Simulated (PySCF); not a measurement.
2-ethenoxypropane (C5H10O), SMILES C=COC(C)C. Atoms are numbered in the order given.

```xyz
16

C      2.6821     0.1181    -0.3448
C      1.4968     0.0083     0.2835
O      0.3329     0.4682    -0.2411
C     -0.8796    -0.0118     0.3673
C     -1.9716     0.9881     0.0142
C     -1.1870    -1.4311    -0.1065
H      2.7542     0.5606    -1.3490
H      3.5978    -0.2190     0.1580
H      1.4143    -0.4409     1.2941
H     -0.7325    -0.0205     1.4752
H     -2.1112     1.0311    -1.0849
H     -1.7019     2.0019     0.3685
H     -2.9339     0.6944     0.4774
H     -2.1122    -1.8146     0.3688
H     -0.3580    -2.1223     0.1454
H     -1.3241    -1.4462    -1.2069
```
Charge 0, spin multiplicity 1.

Geometry optimised at PBE-D3(BJ)/def2-SVP. One conformer was computed; it need not be the lowest.

All values below come from PySCF with PBE-D3(BJ)/def2-SVP.

Frequencies are harmonic and unscaled.

| mode | ν (cm⁻¹) | IR (km/mol) | moving atoms (share of kinetic energy) |
|---|---|---|---|
| 1 | 74 | 0.8 | C 51 %, O 24 %, H 24 % |
| 2 | 107 | 1.9 | H 48 %, C 38 %, O 14 % |
| 3 | 202 | 0.3 | H 49 %, C 35 %, O 15 % |
| 4 | 219 | 0.0 | H 96 % |
| 5 | 265 | 0.3 | H 82 %, C 11 % |
| 6 | 330 | 0.7 | C 55 %, H 39 % |
| 7 | 419 | 5.7 | C 40 %, O 31 %, H 29 % |
| 8 | 477 | 0.1 | C 49 %, H 42 %, O 8 % |
| 9 | 496 | 2.9 | C 61 %, H 31 % |
| 10 | 681 | 6.3 | H 68 %, C 26 % |
| 11 | 786 | 38.5 | H 64 %, C 32 % |
| 12 | 803 | 11.1 | H 46 %, C 33 %, O 20 % |
| 13 | 884 | 2.8 | C 51 %, H 46 % |
| 14 | 896 | 0.7 | H 85 %, C 15 % |
| 15 | 916 | 0.7 | H 66 %, C 33 % |
| 16 | 943 | 17.6 | H 88 %, C 12 % |
| 17 | 999 | 17.2 | H 50 %, C 27 %, O 23 % |
| 18 | 1117 | 73.9 | C 48 %, H 42 %, O 10 % |
| 19 | 1129 | 83.2 | C 50 %, H 40 %, O 10 % |
| 20 | 1148 | 1.7 | C 52 %, H 46 % |
| 21 | 1210 | 207.1 | C 43 %, O 32 %, H 25 % |
| 22 | 1282 | 12.6 | H 88 %, C 9 % |
| 23 | 1302 | 5.3 | H 76 %, C 24 % |
| 24 | 1315 | 58.9 | H 83 %, C 15 % |
| 25 | 1343 | 26.2 | H 66 %, C 34 % |
| 26 | 1349 | 40.4 | H 73 %, C 26 % |
| 27 | 1363 | 0.5 | H 77 %, C 21 % |
| 28 | 1401 | 0.4 | H 94 % |
| 29 | 1408 | 0.6 | H 95 % |
| 30 | 1415 | 7.3 | H 95 % |
| 31 | 1432 | 4.1 | H 94 % |
| 32 | 1676 | 181.9 | C 87 %, H 12 % |
| 33 | 2911 | 41.4 | H 92 % |
| 34 | 2974 | 11.5 | H 97 % |
| 35 | 2982 | 11.3 | H 97 % |
| 36 | 3034 | 20.7 | H 92 %, C 8 % |
| 37 | 3070 | 8.2 | H 90 %, C 10 % |
| 38 | 3070 | 12.1 | H 91 %, C 9 % |
| 39 | 3076 | 22.9 | H 91 %, C 9 % |
| 40 | 3084 | 14.4 | H 90 %, C 10 % |
| 41 | 3103 | 0.1 | H 94 % |
| 42 | 3210 | 2.7 | H 89 %, C 11 % |
